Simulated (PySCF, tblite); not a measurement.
Isomers of C4H9OSi (doublet state). All values are computed: GFN2-xTB (tblite) harmonic vibrations without scaling, gas phase. The method is semi-empirical: single wavenumbers can be off by several per cent or more. Modes of hydrogen on silicon can be 10 to 20 % off. One conformer each. Open shells enter through the occupations alone, without spin polarisation, and single modes of such species can be off by tens of per cent.

Electronic energies: B3LYP/pcH-1 single points on the GFN2-xTB geometries (PySCF, gas phase).

```tsv
SMILES	electronic energy, lowest = 0 (kcal/mol)
C=C(CC)O[SiH2]	8.7
[CH2]CC(=C)O[SiH3]	21.2
CCO[Si@@H]1[CH]C1	34.3
C=[C][Si@H](O)CC	0.0
[SiH3][C@H]1[CH]OCC1	29.0
```

Task: How do GFN2-xTB zero-point energies change the relative energies?

Result: 
```csv
SMILES,ZPE (kcal/mol),of it from modes above 1550 cm⁻¹,electronic (kcal/mol),"with ZPE, lowest = 0 (kcal/mol)",lowest mode (cm⁻¹),rings
C=[C][Si@H](O)CC,71.9,40.9,0.0,0.0,35,0
C=C(CC)O[SiH2],73.3,39.5,8.7,10.0,76,0
[CH2]CC(=C)O[SiH3],69.7,38.5,21.2,19.0,75,0
[SiH3][C@H]1[CH]OCC1,71.7,35.3,29.0,28.8,103,1
CCO[Si@@H]1[CH]C1,73.5,37.5,34.3,35.9,15,1
```

The zero-point energies span 3.8 kcal/mol, from `[CH2]CC(=C)O[SiH3]` to `CCO[Si@@H]1[CH]C1`. The order is unchanged.

Task: And how do the electronic energies of GFN2-xTB itself compare?

Result: `C=[C][Si@H](O)CC` 32.6; `C=C(CC)O[SiH2]` 0.0; `[CH2]CC(=C)O[SiH3]` 13.3; `[SiH3][C@H]1[CH]OCC1` 23.5; `CCO[Si@@H]1[CH]C1` 40.2 kcal/mol, lowest = 0. Against the energies above, taken from the same isomer `C=[C][Si@H](O)CC`, the largest difference is 41.3 kcal/mol.

Task: What do entropy and thermal enthalpy add at 298.15 K and 1 bar (rigid rotor, harmonic oscillator, one conformer each)?

Result: 
```json
{"SMILES": "C=[C][Si@H](O)CC", "point group": "C1", "symmetry number": "1", "S (cal/(mol K))": "97.1", "H − H(0) (kcal/mol)": "6.66", "ZPE + H − H(0) − TS (kcal/mol)": "49.7"}
{"SMILES": "C=C(CC)O[SiH2]", "point group": "C1", "symmetry number": "1", "S (cal/(mol K))": "90.4", "H − H(0) (kcal/mol)": "5.91", "ZPE + H − H(0) − TS (kcal/mol)": "52.2"}
{"SMILES": "[CH2]CC(=C)O[SiH3]", "point group": "C1", "symmetry number": "1", "S (cal/(mol K))": "89.6", "H − H(0) (kcal/mol)": "5.91", "ZPE + H − H(0) − TS (kcal/mol)": "48.9"}
{"SMILES": "[SiH3][C@H]1[CH]OCC1", "point group": "C1", "symmetry number": "1", "S (cal/(mol K))": "85.0", "H − H(0) (kcal/mol)": "5.30", "ZPE + H − H(0) − TS (kcal/mol)": "51.7"}
```

S holds R ln(2S + 1) for the spin.

Not tabulated: `CCO[Si@@H]1[CH]C1` (lowest mode only 14 cm⁻¹).
